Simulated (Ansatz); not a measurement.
**RbBr (SMILES [Br][Rb]): methods side by side**

RbBr has 2 atoms, charge 0, and is taken as a singlet. SMILES: `[Br][Rb]`. Geometry: the measured bond length.

| atom | x (Å) | y (Å) | z (Å) |
| --- | --- | --- | --- |
| Br | 0.0000 | 0.0000 | 0.0000 |
| Rb | 0.0000 | 0.0000 | 2.9447 |

Quantity: the energy change with the Br1–Rb2 bond stretched from 2.945 to 4.417 Å, in eV. The values are calculated.

```csv
level,kind,program,value (eV),less FCI/STO-3G
HF/STO-3G (restricted),Hartree–Fock,Ansatz,2.62,-0.10
PBE/STO-3G (restricted),GGA,Ansatz,2.36,-0.36
B3LYP/STO-3G (restricted),global hybrid,Ansatz,2.50,-0.22
wB97M-V/STO-3G (restricted),range-separated hybrid,Ansatz,2.89,+0.17
wB97X/STO-3G (restricted),range-separated hybrid,Ansatz,2.87,+0.15
B2PLYP/STO-3G (restricted),double hybrid,Ansatz,2.64,-0.08
MP2/STO-3G (restricted),perturbation theory,Ansatz,2.70,-0.02
BCCD(T)/STO-3G (restricted),coupled cluster or CI,Ansatz,2.72,0.00
FCI/STO-3G,exact in the basis,Ansatz,2.72,0.00
```

FCI/STO-3G is exact within its basis and frozen core, so for wave-function methods in that basis the difference is their error; functionals converge differently with the basis, so for them it is only a difference. All-electron rows without a relativistic Hamiltonian named are non-relativistic. The first shape isn't each level's own minimum. The values span 2.36 to 2.89 eV. Minimal STO sets describe s-block atoms so badly that they can place the ion below the atom. All rows use very small basis sets, so even the best lies far from the true value. In the correlated wave-function rows the outer d shell of Br is correlated, in sets not made for it.
